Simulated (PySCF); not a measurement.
Compound: FH7P2Si2.
Atom-mapped SMILES: `[F:1][Si@H:2]([PH2:3])[SiH2:4][PH2:5]`

Structure used (GFN2-xTB), in Å, numbered top down from 1:
```xyz
12
FH7P2Si2 angstrom
F     -0.2391    1.6741    1.6462
Si    -0.5894    0.9743    0.2248
P     -2.8316    0.9190    0.1622
Si     0.6036   -1.0378    0.1699
P      2.7867   -0.9249    0.6607
H     -0.1658    2.0222   -0.7079
H     -2.9580   -0.2457    0.9020
H     -2.8784    0.2315   -1.0384
H      0.5283   -1.6322   -1.1727
H      0.0493   -2.0313    1.1032
H      3.0601    0.1307   -0.1937
H      2.6357   -0.0807    1.7472
```

A calculation gives these core lines: F 1s: 691.94 eV; Si 1s: 1846.25 (area 1), 1847.30 (area 1) eV; Si 2p3/2: 106.57 (area 1), 107.48 (area 1) eV; P 1s: 2149.76 (area 1), 2149.82 (area 1) eV; P 2p3/2: 136.29 (area 1), 136.34 (area 1) eV.

Computed with delta-SCF UKS SCAN, pcX-2 on the ionised atom, pcseg-1 elsewhere, spin-free X2C in PySCF. One conformer (not necessarily the lowest) at the GFN2-xTB geometry, without solvent, vibrations or thermal averaging.

(1) Assign the Si 1s lines to atoms.

(2) Order the silicon atoms by Si 2p3/2 binding energy.

## Answers

(1) 1846.25 eV: Si4 (SiH2 silicon); 1847.30 eV: Si2 (fluorine-bound silicon). The listed Si 1s values span 1.05 eV, from Si4 (bonded to 2 H, P and Si) to Si2 (bonded to F, H, P and Si). Summing the Pauling electronegativity differences to the bonded atoms, each weighted by its formal bond order, gives +0.89 for the lowest site and +2.67 for the highest.

(2) 106.57 eV: Si4 (SiH2 silicon); 107.48 eV: Si2 (fluorine-bound silicon). Lowest listed Si 2p3/2: Si4, bonded to 2 H, P and Si. Highest, 0.91 eV above it: Si2, bonded to F, H, P and Si. Summing the Pauling electronegativity differences to the bonded atoms, each weighted by its formal bond order, gives +0.89 for the lowest site and +2.67 for the highest.

Bonded neighbours of each site: F1: Si; Si2: F, H, P and Si; P3: 2 H and Si; Si4: 2 H, P and Si; P5: 2 H and Si.

Which photon energy gives electrons from P 1s of P5 a kinetic energy of 200 eV, and what is their de Broglie wavelength?

hν = 2149.76 + 200 = 2349.76 eV, recoil neglected; λ = 12.264 Å/√(E/eV) = 0.87 Å.

The 2p values aren't plain energy differences: one relaxed spin-free 2p hole is combined with a matrix within the shell (ground-state 2p orbital-energy differences and spin–orbit coupling). 2p3/2, the mean of its two sublevels, lies a third of the splitting below the shell's mean and 2p1/2 two thirds above it; the statistical areas are 2:1. 2p1/2 minus 2p3/2 (ligand field included): Si 0.62 eV, P 0.89 eV.
